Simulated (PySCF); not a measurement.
**Working out the ionisation energy of O⁺**

O⁺ [He] 2s2 2p3 (4S) → O²⁺ [He] 2s2 2p2 (3P). All numbers are calculated (PySCF 2.14, the spin-free X2C one-electron Hamiltonian (Gaussian nucleus), in x2c-TZVPPall). Frozen: nothing. Energies in hartree (1 hartree = 27.21139 eV):

| part | O⁺ (lower) | O²⁺ (upper) |
| --- | --- | --- |
| UHF | -74.426619 | -73.156090 |
| CCSD correlation | -0.129563 | -0.112719 |
| (T) | -0.001619 | -0.001397 |

**Question.** What does Hartree-Fock give?

**Answer.** (-73.156090) − (-74.426619) = 1.270529 hartree = 34.573 eV.

**Question.** What do CCSD and CCSD(T) give?

**Answer.** The CCSD correlation energies differ by 0.016844 hartree = 0.458 eV and the triples by 0.000222 hartree = 0.006 eV, so CCSD gives 35.031 eV and CCSD(T) 35.037 eV.

A first-order spin-orbit estimate adds -0.028 eV to CCSD(T) (valence and next inner shell), giving 35.009 eV against 35.121 eV (measured; NIST Atomic Spectra Database, ionization energies).

What remains against the reference includes basis incompleteness and higher excitations.
